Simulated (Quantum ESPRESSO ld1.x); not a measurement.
Question: These are the eigenvalues of the occupied orbitals of an atom or ion with whole-number occupations (eV). Method: scalar-relativistic Kohn-Sham, LDA (Slater exchange, Perdew-Zunger correlation), spin-unpolarised, spherical densities, point nucleus; computed with ld1.x of Quantum ESPRESSO 7.5.

orbital  eigenvalue
1s         -84117.2
2s         -15729.2
2p         -13703.6
3s         -4488.58
3p         -3902.90
3d         -3288.82
4s         -1689.99
4p         -1487.77
4d         -1253.07
4f         -1002.37

Which element is it, and in what charge state? The configuration may be excited.

Answer: Z = 80, mercury, charge +29: Hg29+ in [Kr] 4d10 4f5. The list shows which subshells hold electrons but not how many an open one holds; the 1s level, -3091.3 hartree, gives Z - s = 78.6 by -(Z - s)^2/2, which with screening and relativity narrows Z to a few neighbours, and the depths of the outer levels then fix element, charge and occupations together.
